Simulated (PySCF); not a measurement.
sulfur tetrafluoride anion (F4S), SMILES FS(F)(F)F (connectivity only; charge and spin as stated), charge -1, multiplicity 2. Atoms are numbered in the order given.

```xyz
5

F     -0.2283     1.6134     0.0000
S      0.4278    -0.2586     0.0000
F      0.3319    -0.2667    -1.7734
F      0.3319    -0.2667     1.7734
F     -1.1961    -0.6203     0.0000
```
Charge -1, spin multiplicity 2.

Geometry optimised at r2SCAN-D4/def2-SVPD. The spin state was assumed, not searched.

Computed with PBE/pcH-1 (PySCF).

Unrestricted Kohn–Sham, ⟨S²⟩ = 0.752. Hyperfine tensors hold the contact and dipolar terms, without spin-orbit corrections.

Problem. Estimate the hyperfine couplings. (An estimate is asked for; the answer gives what the named calculation found.)

Solution. 
```tsv
nucleus	A(iso) (MHz)	A(iso) (G)	dipolar principal values (MHz)
19F no. 1	612.6	218.6	-462.4, -456.4, 918.8
33S no. 2	22.5	8.0	-74.7, -68.9, 143.6
19F no. 3	11.2	4.0	-105.9, -95.0, 201.0
19F no. 4	11.2	4.0	-105.9, -95.0, 201.0
19F no. 5	213.6	76.2	-135.5, -109.7, 245.2
```

Problem. And the g tensor (effective nuclear charges for spin-orbit coupling, GIAO)? (The exact figures need the calculation; the answer reports its results.)

Solution. principal values 2.0021, 2.0037, 2.0069; isotropic 2.0042.
